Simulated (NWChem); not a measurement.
System: SiH3F; SMILES F[SiH3]

The following NWChem deck was run.

```
start job
memory heap 200 mb stack 900 mb global 1100 mb
geometry units angstroms noautosym nocenter noautoz
  Si     0.000000     0.000000    -0.456877
  F      0.000000     0.000000     1.181924
  H      1.005153     1.005153    -0.939103
  H      0.367912    -1.373065    -0.939103
  H     -1.373065     0.367912    -0.939103
end
basis spherical
  Si library 6-31+g*
  F library 6-31+g*
  H library 6-31+g*
end
dft
  xc xpbe96 cpbe96
  iterations 150
end
property
  response 1 0.0
end
task dft property
```

Parts of the log:

```
             Northwest Computational Chemistry Package (NWChem) 7.3.0
             --------------------------------------------------------

                             Geometry "geometry" -> ""
                             -------------------------

 Output coordinates in angstroms (scale by  1.889725989 to convert to a.u.)

  No.       Tag          Charge          X              Y              Z
 ---- ---------------- ---------- -------------- -------------- --------------
    1 Si                  14.0000     0.00000000     0.00000000    -0.45687700
    2 F                    9.0000     0.00000000     0.00000000     1.18192400
    3 H                    1.0000     1.00515300     1.00515300    -0.93910300
    4 H                    1.0000     0.36791200    -1.37306500    -0.93910300
    5 H                    1.0000    -1.37306500     0.36791200    -0.93910300

 Effective nuclear repulsion energy (a.u.)      61.7330186300

  pbe96 is a nonlocal functional; adding pw91lda local functional.
                              NWChem Property Module
                              ----------------------

                                 NWChem DFT Module
                                 -----------------

 Summary of "ao basis" -> "ao basis" (spherical)
 ------------------------------------------------------------------------------
       Tag                 Description            Shells   Functions and Types
 ---------------- ------------------------------  ------  ---------------------
 Si                         6-31+g*                 10       22   5s4p1d
 F                          6-31+g*                  8       18   4s3p1d
 H                          6-31+g*                  2        2   2s

            General Information
            -------------------
          SCF calculation type: DFT
          Wavefunction type:  closed shell.
          No. of atoms     :     5
          No. of electrons :    26
           Alpha electrons :    13
            Beta electrons :    13
          Charge           :     0
          Spin multiplicity:     1
          Use of symmetry is: off; symmetry adaption is: off
          Maximum number of iterations: 150
          AO basis - number of functions:    46
                     number of shells:    24
          Convergence on energy requested:  1.00D-06
          Convergence on density requested:  1.00D-05
          Convergence on gradient requested:  5.00D-04

              XC Information
              --------------
          PerdewBurkeErnzerhof Exchange Functional  1.000
            Perdew 1991 LDA Correlation Functional  1.000 local
           PerdewBurkeErnz. Correlation Functional  1.000 non-local

             Grid Information
             ----------------
          Grid used for XC integration:  medium
          Radial quadrature: Mura-Knowles
          Angular quadrature: Lebedev.
          Tag              B.-S. Rad. Rad. Pts. Rad. Cut. Ang. Pts.
          ---              ---------- --------- --------- ---------
          Si                  1.10       88           9.0       590
          F                   0.50       49           9.0       434
          H                   0.35       45           8.0       434
          Grid pruning is: on
          Number of quadrature shells:   272
          Spatial weights used:  Erf1

      Superposition of Atomic Density Guess
      -------------------------------------

 Sum of atomic energies:        -389.69073161

      Non-variational initial energy
      ------------------------------

 Total energy =    -389.949298
 1-e energy   =    -663.596700
 2-e energy   =     211.914383
 HOMO         =      -0.413602
 LUMO         =       0.013058

   convergence    iter        energy       DeltaE   RMS-Dens  Diis-err
 ---------------- ----- ----------------- --------- --------- ---------
 d= 0,ls=0.0,diis     1   -390.8548289069 -4.53D+02  2.64D-02  4.62D-01
 d= 0,ls=0.0,diis     2   -390.7010405239  1.54D-01  1.67D-02  2.37D+00
 d= 0,ls=0.0,diis     3   -390.9077931817 -2.07D-01  2.54D-03  1.02D-02
 d= 0,ls=0.0,diis     4   -390.9087918190 -9.99D-04  9.94D-04  2.00D-03
 d= 0,ls=0.0,diis     5   -390.9091044560 -3.13D-04  1.21D-04  1.87D-05
  Resetting Diis
 d= 0,ls=0.0,diis     6   -390.9091081407 -3.68D-06  1.57D-05  5.33D-07
 d= 0,ls=0.0,diis     7   -390.9091082247 -8.40D-08  1.25D-06  1.45D-09

         Total DFT energy =     -390.909108224670
      One electron energy =     -664.910315102834
           Coulomb energy =      244.481259551192
    Exchange-Corr. energy =      -32.213071303011
 Nuclear repulsion energy =       61.733018629982

 Numeric. integr. density =       25.999995633548

                       DFT Final Molecular Orbital Analysis
                       ------------------------------------

 Vector   11  Occ=2.000000D+00  E=-3.853618D-01
              MO Center=  5.8D-02,  5.8D-02,  7.2D-01, r^2= 1.5D+00
   Bfn.  Coefficient  Atom+Function         Bfn.  Coefficient  Atom+Function
  ----- ------------  ---------------      ----- ------------  ---------------
    25      0.390648  2 F  px                26      0.390648  2 F  py
    29      0.246871  2 F  px                30      0.246871  2 F  py
     7      0.190306  1 Si px                 8      0.190306  1 Si py
    41      0.111538  3 H  s                 42      0.090206  3 H  s
     3     -0.078429  1 Si px                 4     -0.078429  1 Si py

 Vector   12  Occ=2.000000D+00  E=-3.081809D-01
              MO Center= -2.9D-01, -2.9D-01, -4.0D-01, r^2= 2.5D+00
   Bfn.  Coefficient  Atom+Function         Bfn.  Coefficient  Atom+Function
  ----- ------------  ---------------      ----- ------------  ---------------
    44      0.268497  4 H  s                 46     -0.268482  5 H  s
     7      0.238642  1 Si px                 8     -0.238664  1 Si py
    25     -0.239268  2 F  px                26      0.239291  2 F  py
    43      0.227284  4 H  s                 45     -0.227271  5 H  s
    29     -0.158025  2 F  px                30      0.158040  2 F  py

 Vector   13  Occ=2.000000D+00  E=-3.081808D-01
              MO Center=  2.9D-01,  2.9D-01, -4.0D-01, r^2= 2.5D+00
   Bfn.  Coefficient  Atom+Function         Bfn.  Coefficient  Atom+Function
  ----- ------------  ---------------      ----- ------------  ---------------
    42      0.310025  3 H  s                 41      0.262438  3 H  s
     7      0.238663  1 Si px                 8      0.238641  1 Si py
    25     -0.239290  2 F  px                26     -0.239268  2 F  py
    29     -0.158039  2 F  px                30     -0.158025  2 F  py
    44     -0.155000  4 H  s                 46     -0.155025  5 H  s

 Vector   14  Occ=0.000000D+00  E=-4.512077D-02
              MO Center= -1.2D-06, -1.2D-06, -5.2D-01, r^2= 4.8D+00
   Bfn.  Coefficient  Atom+Function         Bfn.  Coefficient  Atom+Function
  ----- ------------  ---------------      ----- ------------  ---------------
    13      1.005662  1 Si pz                32     -0.917304  2 F  s
    10      0.692187  1 Si s                  9      0.424943  1 Si pz
    17      0.291834  1 Si pz                35      0.241819  2 F  pz
    28     -0.207476  2 F  s                 27      0.167923  2 F  pz
    31      0.163786  2 F  pz                14      0.154655  1 Si s

 Vector   15  Occ=0.000000D+00  E=-9.026882D-03
              MO Center= -6.5D-06, -6.5D-06, -1.3D+00, r^2= 8.9D+00
   Bfn.  Coefficient  Atom+Function         Bfn.  Coefficient  Atom+Function
  ----- ------------  ---------------      ----- ------------  ---------------
    14     -1.705527  1 Si s                 10      1.677514  1 Si s
     6      0.387275  1 Si s                 17      0.291765  1 Si pz
    42     -0.286743  3 H  s                 44     -0.286736  4 H  s
    46     -0.286736  5 H  s                 13     -0.183543  1 Si pz
     2     -0.161568  1 Si s                  9     -0.145666  1 Si pz

 Vector   16  Occ=0.000000D+00  E= 3.157041D-02
              MO Center= -1.3D-01, -1.3D-01, -4.6D-01, r^2= 1.2D+01
   Bfn.  Coefficient  Atom+Function         Bfn.  Coefficient  Atom+Function
  ----- ------------  ---------------      ----- ------------  ---------------
    15      0.841164  1 Si px                16      0.841241  1 Si py
    42     -0.399508  3 H  s                 44      0.199779  4 H  s
    46      0.199748  5 H  s                 41     -0.097166  3 H  s
    18     -0.088294  1 Si d -2              33     -0.076665  2 F  px
    34     -0.076672  2 F  py                25     -0.052738  2 F  px

     Multipole analysis of the density
     ---------------------------------

     L   x y z        total         alpha         beta         nuclear
     -   - - -        -----         -----         ----         -------
     0   0 0 0     -0.000000    -13.000000    -13.000000     26.000000

     1   1 0 0     -0.000000     -0.000000     -0.000000      0.000000
     1   0 1 0     -0.000000     -0.000000     -0.000000      0.000000
     1   0 0 1     -0.613594     -1.652026     -1.652026      2.690458

[...]

 DFT Linear Response polarizability / au
 Frequency  =       0.0000000 / au
              X              Y              Z
 -----------------------------------------------
 X      26.1274540      0.0000553      0.0000066
 Y       0.0000553     26.1274540      0.0000066
 Z       0.0000066      0.0000066     22.6459757
 -----------------------------------------------
 Eigenvalues =      26.1275093     26.1273987     22.6459757
 Isotropic   =      24.9669612
 Anisotropic =       3.4814784
 -----------------------------------------------

 Magnetic Dipole Response Matrix (nonzero elements):

 Exiting AOResponse driver routine
```

Level: PBE/6-31+G* (spherical d). The geometry was optimised at PBE-D3(BJ)/def2-SVP.
